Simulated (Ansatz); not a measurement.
One change: `[CH3][Sc]([CH3])[NH2]` becomes `[CH3][Y]([CH3])[NH2]`.

Ansatz, PBE0-D4/def2-TZVP geometries, multiplicity 1. Each molecule was computed in one conformer, which needn't be the lowest.

Elements past krypton have def2 core potentials. Scalar relativity is left out up to krypton.

| property | `[CH3][Sc]([CH3])[NH2]` |
| --- | --- |
| HOMO energy (PBE0/def2-TZVPP) / eV | -6.55 |
| HOMO–LUMO gap (PBE/def2-TZVPP) / eV | 2.80 |
| LUMO energy (B3LYP/def2-TZVPP) / eV | -1.90 |
| HOMO energy (ωB97M-V/def2-TZVPP) / eV | -8.89 |
| HOMO energy (PBE/def2-TZVPP) / eV | -5.24 |
| LUMO energy (PBE/def2-TZVPP) / eV | -2.45 |

(1) Give the same properties after the change, and the shifts. (Estimate.)

Results:

(1) Computed: 
```json
{"property": "HOMO energy (PBE0/def2-TZVPP) / eV", "`[CH3][Y]([CH3])[NH2]`": "-6.20", "shift": "0.35"}
{"property": "HOMO–LUMO gap (PBE/def2-TZVPP) / eV", "`[CH3][Y]([CH3])[NH2]`": "2.70", "shift": "-0.10"}
{"property": "LUMO energy (B3LYP/def2-TZVPP) / eV", "`[CH3][Y]([CH3])[NH2]`": "-1.88", "shift": "0.02"}
{"property": "HOMO energy (ωB97M-V/def2-TZVPP) / eV", "`[CH3][Y]([CH3])[NH2]`": "-8.48", "shift": "0.41"}
{"property": "HOMO energy (PBE/def2-TZVPP) / eV", "`[CH3][Y]([CH3])[NH2]`": "-4.97", "shift": "0.27"}
{"property": "LUMO energy (PBE/def2-TZVPP) / eV", "`[CH3][Y]([CH3])[NH2]`": "-2.27", "shift": "0.18"}
```

B3LYP here is the variant with VWN-RPA as its local correlation; programs differ in this.
